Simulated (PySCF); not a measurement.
Working out the ionisation energy of O⁺

O⁺ [He] 2s2 2p3 (4S) → O²⁺ [He] 2s2 2p2 (3P). All numbers are calculated (PySCF 2.14, the non-relativistic Hamiltonian (point nucleus), in aug-cc-pVTZ with one added diffuse shell each of s, p, d, f type (6s5p4d3f, 62 functions)). Frozen: 1s2. Energies in hartree (1 hartree = 27.21139 eV):

```json
{"part": "UHF", "O⁺ (lower)": "-74.370841", "O²⁺ (upper)": "-73.100536"}
{"part": "CCSD correlation", "O⁺ (lower)": "-0.113466", "O²⁺ (upper)": "-0.096891"}
{"part": "(T)", "O⁺ (lower)": "-0.001673", "O²⁺ (upper)": "-0.001325"}
```

Task: What does Hartree-Fock give?

Result: (-73.100536) − (-74.370841) = 1.270305 hartree = 34.567 eV.

Task: What do CCSD and CCSD(T) give?

Result: The CCSD correlation energies differ by 0.016575 hartree = 0.451 eV and the triples by 0.000348 hartree = 0.009 eV, so CCSD gives 35.018 eV and CCSD(T) 35.027 eV.

A first-order spin-orbit estimate adds -0.027 eV to CCSD(T) (valence), giving 35.000 eV against 35.121 eV (measured; NIST Atomic Spectra Database, ionization energies).

What remains against the reference includes basis incompleteness, the frozen core and higher excitations.
